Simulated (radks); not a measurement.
Results of a calculation; reference values are marked as such.
Code: a radial shooting solver on a logarithmic mesh with Libxc functionals. Model: non-relativistic Kohn-Sham, LDA (Slater exchange, Perdew-Wang correlation), spin-polarised, spherical densities, point nucleus; open shells are filled with parallel spins first (spin-orbit coupling, left out, can overturn this in heavy ions). Response by self-consistent Sternheimer equations with the Hartree and adiabatic LDA kernel. For heavy and open-shell atoms this level of theory can miss by tens of per cent. Rank Se+, He+, Ti3+, V3+, Nb, Ar (NIST ground configurations) by static dipole polarisability, largest first.

Answer. Nb 92.79, Se+ 14.40, Ar 12.00, Ti3+ 2.306, V3+ 2.280, He+ 0.3266 bohr^3.
